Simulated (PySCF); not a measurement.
# Radial density of Pm+ (promethium, charge +1)

r2SCAN, [Xe] 4f5 6p1, one real determinant (an excited configuration). All numbers are calculated (PySCF 2.14, scalar relativity by spin-free X2C-1e, in cc-pVDZ-X2C (8s7p5d3f1g, 84 functions)).

```csv
r (bohr),4πr²ρ (e/bohr),4πr²(ρα − ρβ)
0.0179,80.75,0.0038
0.0302,70.48,0.0088
0.0508,91.83,0.0171
0.0854,101.5,0.0098
0.144,80.01,0.1152
0.242,83.92,0.8530
0.406,35.82,3.3775
0.683,36.65,5.0020
1.15,11.86,3.0280
1.93,4.780,0.5597
3.25,0.5041,0.2189
5.47,0.2064,0.2048
9.20,0.01813,0.0181
15.5,1.856e-05,0.0000
```

Densities and radii are taken from the X2C orbitals without a picture-change correction, which distorts them close to the nucleus.

⟨L²⟩ = 26.03 against 42 for a pure I term, so this real determinant mixes terms. Spin-orbit coupling, absent here, splits the open shell strongly.
